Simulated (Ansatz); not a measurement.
Two isomers of C2H7FSSi: A = `CC(F)S[SiH3]`, B = `CC[SiH](F)S`.

Isolated molecules relaxed with PBE0-D4/def2-TZVP in Ansatz; ΔE leaves out vibrations. CCSD(T)/CBS is the MP2 limit (def2-TZVPP, def2-QZVPP) plus CCSD(T) − MP2 in def2-TZVPP, frozen cores. DFT in def2-TZVPP. B3LYP here is the variant with VWN-RPA as its local correlation; programs differ in this. One conformer a species, not always the lowest.

(1) Which is lower in electronic energy at CCSD(T)/CBS, and by how much? (Estimate.)

(2) Give E(B) − E(A) in kcal/mol with B2PLYP, B3LYP, MP2/def2-TZVPP, r2SCAN-D4, CCSD/def2-TZVPP, PBE-D4, PBE0-D4. (Estimate.)

Largest T1 diagnostic: 0.011.

Results:

(1) Ansatz gave: B, by 63.6 kcal/mol.

(2) Ansatz gave: B2PLYP -63.0, B3LYP -61.6, MP2/def2-TZVPP -65.2, r2SCAN-D4 -61.8, CCSD/def2-TZVPP -63.7, PBE-D4 -58.6, PBE0-D4 -60.7. None reverses the order clearly.

From PBE to PBE0 (25 % exact exchange), in def2-TZVPP and without D4, E(B) − E(A) moves by −2.1 kcal/mol.
